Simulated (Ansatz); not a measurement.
A single point on C$_{2}$H$_{4}$AlNO.

```yaml
crystal:
  periodic: [false, false, false]
  atoms:
    - {symbol: N, position_ang: [0.884534, 2.023223, 0.113432]}
    - {symbol: C, position_ang: [0.635908, 0.831002, -0.102054]}
    - {symbol: O, position_ang: [0.589396, -0.348458, 0.656578]}
    - {symbol: C, position_ang: [0.309432, -0.228854, -0.983231]}
    - {symbol: Al, position_ang: [-1.132274, -1.073309, 0.078681]}
    - {symbol: H, position_ang: [1.077842, 2.208940, 1.094878]}
    - {symbol: H, position_ang: [1.136939, -0.662256, -1.541805]}
    - {symbol: H, position_ang: [-1.093355, -2.650827, 0.121614]}
    - {symbol: H, position_ang: [-2.319920, -0.145760, 0.544807]}
basis:
  gaussian: {orbitals: def2-TZVPP}
hamiltonian: {xc: pbe}
correlation: {method: rpa}
```

```sh
$ ansatz run in.yaml --threads 2 --pin off --events-out ev --progress --plain --max-ram 4352MiB
```

Shortened log:

```
Functional definition: PBE
  name "PBE"
  cite "Perdew, Burke & Ernzerhof, Phys. Rev. Lett. 77, 3865 (1996) doi:10.1103/PhysRevLett.77.3865"
  parent pbe
  parameter kappa = 0.804
  parameter beta = 0.06672455060314922
  exchange = pbe_x(kappa = kappa, mu = beta*pi^2/3)
  correlation = pbe_c(beta = beta)
1344 factors; integrals over basis functions are off by at most 1.6e-3 eV
mean field evaluation 1: about -12253.8445 eV, gradient 6.7e1 eV
mean field evaluation 2: about -12253.8322 eV, gradient 6.7e1 eV
mean field evaluation 4: about -12260.3408 eV, gradient 3.3e1 eV
mean field evaluation 8: about -12263.1077 eV, gradient 8.3e-1 eV
mean field evaluation 16: about -12263.1084 eV, gradient 7.1e-4 eV
mean field -12263.10839735 eV, -450.6609213692 hartree, gradient 7.7e-7 eV, S^2 0.000000; 0 other end points of the search recorded, 0 dependent functions left out
9 core orbitals not correlated: weight in the atoms' cores, before any rotation towards them, 1.000 or more for the frozen orbitals, at most 0.000 for the correlated occupied ones
reference -12224.36497389 eV, -449.2371268183 hartree; 13, 13 occupied and 200, 200 virtual orbitals, 1344 factors
Total energy: -12260.75958914 eV, -450.5746042595 hartree
```

Hardware: 2 threads of an Arm Neoverse V1 on a shared host. Wall time 7 s, peak host memory 0.47 GiB.
